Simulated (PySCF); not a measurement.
Al(GeH3)(OH)2 (AlGeH₅O₂), SMILES [OH][Al]([OH])[GeH3].

Geometry: PBE-D3(BJ)/def2-SVP. The structure was generated by enumeration; whether it is a known compound was not checked. Other conformers were not sampled.

Computed with PBE-D3(BJ)/def2-SVP (PySCF).

Frequencies are harmonic and unscaled.

A small imaginary wavenumber (i) marks a very flat motion, where grid noise or a shallow saddle decides the sign.

Q: List the normal modes with their intensities. (The exact figures need the calculation; the answer reports its results.)

A: 
```tsv
mode	ν (cm⁻¹)	IR (km/mol)	moving atoms (share of kinetic energy)
1	21i	0.1	H 93 %
2	117	0.4	O 60 %, Al 20 %, H 13 %
3	189	18.8	O 60 %, Ge 25 %, H 13 %
4	190	2.7	Al 55 %, H 23 %, O 21 %
5	262	0.3	H 93 %
6	334	23.0	Al 47 %, O 20 %, Ge 18 %, H 14 %
7	344	253.0	H 78 %, O 17 %
8	414	30.1	H 90 %
9	418	22.6	H 88 %
10	484	268.9	H 88 %, O 11 %
11	563	0.5	H 60 %, O 40 %
12	755	269.0	H 81 %, O 9 %
13	797	24.0	O 39 %, H 34 %, Al 25 %
14	858	26.1	H 99 %
15	858	11.5	H 96 %
16	898	98.5	Al 48 %, O 44 %
17	2060	65.4	H 99 %
18	2069	102.9	H 98 %
19	2079	104.6	H 98 %
20	3814	29.5	H 94 %
21	3817	85.1	H 94 %
```
